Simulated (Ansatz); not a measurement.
`[F][Al]([F])[O][SiH3]`, 8 atoms. Charge 0, multiplicity 1. All runs use 2 threads of a server CPU on a shared host. Correlated methods freeze the cores.

(1) Give the basis size and wall time and peak host memory of each of these runs in Ansatz. RHF-CCSD(T)/def2-TZVPP energy; RKS PBE-QIDH (frozen core)/def2-TZVPP energy; RHF-CCSD(T)/def2-SVP energy; RKS PBE0-D4/def2-TZVP frequencies; RKS PBE0-D4/def2-QZVPP energy; direct RPA on PBE orbitals/def2-TZVPP energy; RHF-MP2/def2-QZVPP energy; RKS PBE0-D4/def2-TZVP relaxation (6 steps); RKS ωB97M-V/def2-SVP energy; RKS PBE0-D4/def2-SVP energy; RKS SPW92/def2-TZVPP energy; RKS BHLYP-D4/def2-TZVPP energy. (Best estimate.)

## Answers

(1) Computed: Other jobs shared the machine, so times are rough.

```json
{"level": "RKS PBE0-D4/def2-SVP", "job": "energy", "functions": "93", "wall time": "1.1 s", "peak host memory (GiB)": "0.19"}
{"level": "RKS SPW92/def2-TZVPP", "job": "energy", "functions": "219", "wall time": "2.7 s", "peak host memory (GiB)": "0.27"}
{"level": "RHF-CCSD(T)/def2-SVP", "job": "energy", "functions": "93", "wall time": "3.6 s", "peak host memory (GiB)": "0.33"}
{"level": "RKS ωB97M-V/def2-SVP", "job": "energy", "functions": "93", "wall time": "4.4 s", "peak host memory (GiB)": "0.28"}
{"level": "direct RPA on PBE orbitals/def2-TZVPP", "job": "energy", "functions": "219", "wall time": "5.5 s", "peak host memory (GiB)": "0.43"}
{"level": "RKS BHLYP-D4/def2-TZVPP", "job": "energy", "functions": "219", "wall time": "6.5 s", "peak host memory (GiB)": "0.51"}
{"level": "RKS PBE-QIDH (frozen core)/def2-TZVPP", "job": "energy", "functions": "219", "wall time": "7 s", "peak host memory (GiB)": "0.51"}
{"level": "RKS PBE0-D4/def2-QZVPP", "job": "energy", "functions": "401", "wall time": "8.5 s", "peak host memory (GiB)": "1.3"}
{"level": "RHF-MP2/def2-QZVPP", "job": "energy", "functions": "401", "wall time": "19 s", "peak host memory (GiB)": "1.7"}
{"level": "RKS PBE0-D4/def2-TZVP", "job": "relaxation (6 steps)", "functions": "185", "wall time": "29 s", "peak host memory (GiB)": "0.45"}
{"level": "RHF-CCSD(T)/def2-TZVPP", "job": "energy", "functions": "219", "wall time": "90 s", "peak host memory (GiB)": "3.3"}
{"level": "RKS PBE0-D4/def2-TZVP", "job": "frequencies", "functions": "185", "wall time": "2.2 min", "peak host memory (GiB)": "0.45"}
```
